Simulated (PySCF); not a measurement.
C7H6O2.
Cartesian coordinates in Å at the GFN2-xTB level; atoms count from 1:
```
atom  x, y, z in Å
O1     2.6224   -1.4053    0.7412
C2     1.9372   -0.7865   -0.0355
O3     2.2339   -0.6937   -1.3441
C4     0.7229   -0.0544    0.3049
C5     0.0382    0.1537    1.4402
C6    -1.0491    0.9483    0.7646
C7    -2.1261    0.0879    0.1347
C8    -1.4513   -0.1098   -0.9925
C9    -0.2609    0.7133   -0.5575
H10    3.0458   -1.1886   -1.5341
H11    0.1674   -0.1547    2.4599
H12   -1.3142    1.9216    1.1588
H13   -3.0651   -0.2482    0.5304
H14   -1.6175   -0.6735   -1.8901
H15    0.1120    1.4980   -1.2026
```

Method: PySCF, TDDFT PBE0/def2-SVPD, vertical, gas phase, core orbitals frozen in the response.

Each state is given a Gaussian of 0.25 eV full width at half maximum, with ε(max) = 2.175×10⁸ f / Δν̃ (Δν̃ the width in cm⁻¹). The width is an assumption, not a result. The curve ends short of the highest state used, and states not computed would add to its high-energy end.

(λ (nm), ε (L mol⁻¹ cm⁻¹)): (209.8, 17), (212.0, 3), (214.3, 2), (216.6, 15), (218.8, 89), (221.1, 401), (223.4, 1298), (225.6, 2983), (227.9, 5345), (230.2, 7264), (232.5, 7608), (234.7, 6320), (237.0, 4150), (239.3, 2191), (241.5, 985), (243.8, 372), (246.1, 186), (248.3, 255), (250.6, 547), (252.9, 1059), (255.1, 1687), (257.4, 2308), (259.7, 2669), (261.9, 2641), (264.2, 2253), (266.5, 1667), (268.7, 1107), (271.0, 648), (273.3, 356), (275.5, 207), (277.8, 136), (280.1, 109), (282.3, 94), (284.6, 80), (286.9, 63), (289.1, 46), (291.4, 30), (293.7, 18), (295.9, 10), (298.2, 5), (300.5, 2), (302.7, 1), (305.0, 0), (307.3, 0)

**Question.** Where are the band maxima, and which computed states make them?

**Answer.** 261 nm (4.76 eV), ε about 2700, made up of S2 (100%); 232 nm (5.35 eV), ε about 7700, made up of S3 (100%) (ε in L mol⁻¹ cm⁻¹; maxima over ε = 5, shares over 10%). At its high-energy end, 5.91 eV, the curve is still rising (ε about 17, from S4). The states used: S1 4.41 eV (f 0.0008); S2 4.76 eV (f 0.025); S3 5.35 eV (f 0.071); S4 6.21 eV (f 0.0084); S5 6.46 eV (f 0.066); S6 6.51 eV (f 0.045).

**Question.** What would ε be at 5.35 eV, the highest of these maxima, with half the width (0.125 eV)?

**Answer.** About 15400 L mol⁻¹ cm⁻¹ against 7700, a factor of about 2.00; a lone state at its own centre would give exactly 2.

**Question.** On this curve, what absorbance would a 10⁻³ mol/L sample give at 280 nm over a 1 cm path?

**Answer.** 280 nm is 4.428 eV, where ε is about 110 L mol⁻¹ cm⁻¹, so A = ε c l ≈ 0.11 (Beer–Lambert, with the gas-phase spectrum and the assumed width).

Hardware: an AMD EPYC 7R13 with one thread, shared host with 192 logical CPUs at a one-minute load of 16. Cost: 27 s wall, 0.97 GiB resident at most.

One conformer stands for the species.
